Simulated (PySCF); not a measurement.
NiI2(PH3)2 (triplet state).
Bonds: Ni1–I2, Ni1–I3, Ni1–P4, Ni1–P8. Hydrogens: H5, H6, H7 on P4; H9, H10, H11 on P8.

Method: PBE0-D3(BJ)/def2-SVP geometry optimisation, gas phase, def2 core potentials past Kr in PySCF.

Question: How far are the bound atoms from Ni1?

Answer: 4 atoms: P4 2.330 Å, P8 2.330 Å, I2 2.512 Å, I3 2.518 Å. The nearest atom not counted as bound is H10, at 3.16 Å (others tie with it).

Question: List the angles at Ni1.

Answer: 
| angle | degrees | distance of the outer atoms (Å) |
| --- | --- | --- |
| I2–Ni1–I3 | 145.7 | 4.81 |
| P4–Ni1–P8 | 103.9 | 3.67 |
| I2–Ni1–P8 | 101.8 | 3.76 |
| I2–Ni1–P4 | 101.4 | 3.75 |
| I3–Ni1–P4 | 99.6 | 3.70 |
| I3–Ni1–P8 | 99.1 | 3.69 |

Question: Describe the arrangement about Ni1 in numbers.

Answer: Angles from 99.1° to 145.7°; τ4 = (360° − α − β)/141° = 0.78 with α and β the two widest (0 for a square, 1 for a tetrahedron).

Question: What are the other bond lengths?

Answer: P4–H5 and 5 like bonds 1.418 Å.

Point group: near C2v, missed by 0.14 Å at most; the miss may be what the optimiser left on a soft mode (Cs holds within 0.08 Å). Charge 0, triplet. ⟨S²⟩ = 2.007 (exact for a triplet: 2.00). Not checked by PBE0-D3(BJ)/def2-SVP frequencies.

Neither the SCF state along the optimisation nor the shape of the open-shell metal species was proved the lowest: other solutions of the same spin, or a structure of lower symmetry, can lie below.
